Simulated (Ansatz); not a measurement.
Reaction (atomization): `[OH][SnH2][CH2][SiH3]` → C• + 8 H• + O• + Si• + Sn•

Calculated with Ansatz (gas phase, PBE0-D4/def2-TZVP geometries, no zero-point term in ΔE). CCSD(T)/CBS is the MP2 limit (def2-TZVPP, def2-QZVPP) plus CCSD(T) − MP2 in def2-TZVPP, frozen cores. This one scheme is used for every species, atoms too. DFT in def2-TZVPP. No spin–orbit coupling; open shells (•) take unrestricted orbitals. Spin–orbit coupling would lower the free atoms: a little for C, O, Si; strongly for Sn. def2 core potentials past Kr. Bonds to Sn are less sure, by a few kJ/mol each and by 10 to 20 or more in all where they break to atoms, as the def2 sets lack core-valence functions. One conformer a species, not always the lowest.

```tsv
level	ΔE (kJ/mol)	difference from CCSD(T)/CBS
PBE-D4	3737.8	-37.7
r2SCAN-D4	3736.3	-39.2
PBE0-D4	3698.2	-77.3
ωB97X-V	3769.2	-6.3
B2PLYP	3687.0	-88.5
r2SCAN	3730.1	-45.4
PBE0	3676.3	-99.2
HF/def2-TZVPP	2720.4	-1055.1
MP2/def2-TZVPP	3665.8	-109.7
CCSD/def2-TZVPP	3626.2	-149.3
CCSD(T)/def2-TZVPP	3673.3	-102.2
HF/def2-QZVPP	2728.4	-1047.1
MP2/def2-QZVPP	3727.2	-48.3
SCS-MP2/def2-QZVPP	3753.6	-21.9
HF/CBS(def2)	2729.7	-1045.8
MP2/CBS(def2)	3767.9	-7.6
CCSD(T)/CBS	3775.5	0
```

Largest T1 diagnostic among the species: 0.013.

From PBE to PBE0 (25 % exact exchange), in def2-TZVPP and without D4, ΔE moves by −35.9 kJ/mol: exact exchange takes away binding that semilocal exchange gives to molecules. In def2-TZVPP, CCSD(T) changes the Hartree–Fock value by +952.9 kJ/mol (the triples alone add +47.1 kJ/mol) and MP2 by +945.4 kJ/mol; breaking electron pairs costs correlation energy, which Hartree–Fock lacks.

For atomizations the MP2-based limit and the directly extrapolated one differ by several kJ/mol either way, and by 10 to 25 for some Ge, Se and Sn compounds, so smaller differences from it don't rank the levels.
